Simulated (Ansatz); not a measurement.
Compare A (`OC(O)(O)[SiH3]`) with its isomer B (`OC(O)O[SiH3]`).

Computed with Ansatz on PBE0-D4/def2-TZVP structures; ΔE is electronic, products minus reactants. CBS: MP2 limit from def2 TZ/QZ plus the TZ coupled-cluster correction, frozen cores. Functionals use def2-TZVPP. B3LYP here is the variant with VWN-RPA as its local correlation; programs differ in this. Each species was taken in one conformer, which may not be the lowest.

(1) Which is lower in electronic energy at CCSD(T)/CBS, and by how much? (Estimate.)

(2) Give E(B) − E(A) in kJ/mol with PBE0-D4, CCSD(T)/def2-TZVPP, MP2/def2-TZVPP, B3LYP-D4, CCSD/def2-TZVPP, PBE-D4, r2SCAN-D4. (Estimate.)

Largest T1 diagnostic: 0.012.

Answers

(1) The calculation gave: B, by 117.9 kJ/mol.

(2) Ansatz gave: PBE0-D4 -110.4, CCSD(T)/def2-TZVPP -120.1, MP2/def2-TZVPP -123.6, B3LYP-D4 -116.9, CCSD/def2-TZVPP -123.6, PBE-D4 -101.2, r2SCAN-D4 -114.7. None reverses the order clearly.

In def2-TZVPP, CCSD(T) changes the Hartree–Fock value by +22.6 kJ/mol (the triples alone add +3.5 kJ/mol) and MP2 by +19.0 kJ/mol. From PBE to PBE0 (25 % exact exchange), in def2-TZVPP and without D4, E(B) − E(A) moves by −9.0 kJ/mol.
